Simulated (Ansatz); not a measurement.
Geometry optimisation, RKS PBE/def2-SVP (Ansatz).

Input:

```yaml
crystal:
  periodic: [false, false, false]
  atoms:
    - { symbol: Ta, position_ang: [0.0, 0.0, 0.0] }
    - { symbol: "N", position_ang: [2.16, 0.0, 0.0] }
    - { symbol: H, position_ang: [2.69, -0.5118, 0.762] }
    - { symbol: H, position_ang: [2.69, 0.5118, -0.762] }
    - { symbol: "N", position_ang: [0.0, 0.0, 2.16] }
    - { symbol: H, position_ang: [-0.2456, -0.8845, 2.69] }
    - { symbol: H, position_ang: [0.2456, 0.8845, 2.69] }
    - { symbol: F, position_ang: [0.0, 0.0, -1.93] }
    - { symbol: F, position_ang: [-0.965, 1.6714, 0.0] }
    - { symbol: F, position_ang: [-0.965, -1.6714, 0.0] }
basis:
  gaussian: { orbitals: def2-SVP }
hamiltonian:
  xc: pbe
relax:
  f_tol: 0.02
  max_steps: 40
```

Run as:

```bash
$ ansatz run input.yaml --threads 4 --pin off --max-ram 5120MiB --backend cpu --events-out ev --progress --plain --runs-dir out
```

Question: Where does it end, and by what steps?

Answer: It converged. After 11 steps the energy has fallen by 1.112 eV; F9 moved furthest, 0.89 Å.

```tsv
step	energy less start (eV)	largest force component (eV/Å)	accepted
0	0.0000	2.323	yes
1	-0.7766	1.889	yes
2	-0.9280	1.039	yes
3	-0.9994	0.435	yes
4	-1.0319	0.282	yes
5	-1.0579	0.250	yes
6	-1.0730	0.643	yes
7	-1.0954	0.233	yes
8	-1.1091	0.194	yes
9	-1.1112	0.121	yes
10	-1.1117	0.023	yes
11	-1.1117	0.006	yes
```

```xyz
10
Properties=species:S:1:pos:R:3
Ta 0.205 0.024 0.092
N 2.160 -0.009 -0.103
H 2.849 -0.050 0.653
H 2.628 0.014 -1.017
N -0.200 -0.037 2.040
H -0.496 -0.893 2.521
H -0.463 0.795 2.580
F -0.687 0.102 -1.595
F -0.155 1.893 0.286
F -0.231 -1.838 0.154
```

Whether the end is a true minimum wasn't checked by a vibrational analysis.

Time of the run: 24 s on 4 threads of Arm Neoverse V1 (shared host), peak memory 0.18 GiB.
